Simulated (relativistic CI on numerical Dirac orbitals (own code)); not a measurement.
## Radial parameters of Pb¹³⁺

Computed by Dirac-Coulomb-Breit CI, separate exchange-only KLI orbitals for each configuration, a model potential for QED, unscaled Slater integrals (own radial code, finite nucleus).

Slater integrals F^k, G^k are unscaled and averaged over j, outside the closed core [Kr] 4d10 4f14; ζ comes from projecting the Hamiltonian with its Breit term on Σ l·s of the shell.

- 5s2 5p6 5d: ζ(5d) = 12976 cm⁻¹; <r>(5d) = 1.044, <r^2>(5d) = 1.223 (bohr units).
- 5s2 5p6 5f: ζ(5f) = 1227.4 cm⁻¹; <r>(5f) = 1.314, <r^2>(5f) = 1.955 (bohr units).
- 5s2 5p5 5d2: ζ(5p) = 140900, F^2(5d,5d) = 101840, F^4(5d,5d) = 69939, F^2(5p,5d) = 106410, G^1(5p,5d) = 131210, G^3(5p,5d) = 83394, ζ(5d) = 13143 cm⁻¹; <r>(5p) = 0.9016, <r^2>(5p) = 0.9089, <r>(5d) = 1.042, <r^2>(5d) = 1.218 (bohr units).

(1) Give the Racah parameters of the d shell in 5s2 5p5 5d2.

In this model ζ of a weakly bound d, f or g electron outside closed shells comes out too small, for d by up to a factor of two or three and at times with the wrong sign; that of an outer p electron is too small as well.

Averages of the first 10 configurations, taken without configuration mixing, which lowers the lowest level and can move excited configurations by several eV; other configurations of the list can lie among them:

```
Configuration  Parity  States  Average energy above the lowest level (eV)
   5s2 5p6 5d    even      10                                         3.4
   5s2 5p6 5f     odd      14                                        83.0
  5s2 5p5 5d2     odd     270                                        83.2
   5s2 5p6 6s    even       2                                        55.8
   5s2 5p6 6p     odd       6                                        79.2
   5s2 5p6 5g    even      18                                       135.8
   5s 5p6 5d2    even      90                                       151.2
5s2 5p5 5d 5f    even     840                                       162.2
   5s2 5p6 6d    even      10                                       110.5
   5s2 5p6 7s    even       2                                       129.2
```

Results:

(1) B = F²/49 − 5F⁴/441 = 1285 cm⁻¹ and C = 35F⁴/441 = 5551 cm⁻¹.
